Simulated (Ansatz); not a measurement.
Basis sets compared for [In(OMe)H3]- (CH6InO⁻). Charge -1, multiplicity 1. Geometry r2SCAN-D4/def2-TZVPD. Ansatz on 4 threads of Arm Neoverse V1 on a shared host; times are rough, and most runs start from earlier orbitals.

```xyz
9

In    0.3938   -1.3967   -0.4439
O     0.6819    0.6831   -0.3059
C    -0.2878    1.3872    0.3794
H    -1.3043    1.2915   -0.0612
H    -0.0558    2.4711    0.3876
H    -0.3903    1.0843    1.4445
H     0.3338   -1.9683    1.2369
H     1.7916   -1.9606   -1.3601
H    -1.1628   -1.5916   -1.2772
```

In the def2 sets In takes a core potential; there is no spin–orbit coupling.

```json
{"level": "PBE-D4/def2-SVPD", "functions": "123", "energy (Eh)": "-306.8634", "HOMO (eV)": "-0.49", "LUMO (eV)": "3.38", "wall time": "1 s"}
{"level": "PBE0-D4/def2-SVPD", "functions": "123", "energy (Eh)": "-306.8718", "HOMO (eV)": "-1.93", "LUMO (eV)": "3.83", "wall time": "1.2 s"}
```

Estimate the rows for PBE-D4/def2-TZVPD, PBE0-D4/def2-TZVPD.


```json
{"level": "PBE-D4/def2-TZVPD", "functions": "187", "energy (Eh)": "-307.0005", "HOMO (eV)": "-0.52", "LUMO (eV)": "3.07", "wall time": "1.5 s"}
{"level": "PBE0-D4/def2-TZVPD", "functions": "187", "energy (Eh)": "-307.0069", "HOMO (eV)": "-1.95", "LUMO (eV)": "3.47", "wall time": "2.1 s"}
```
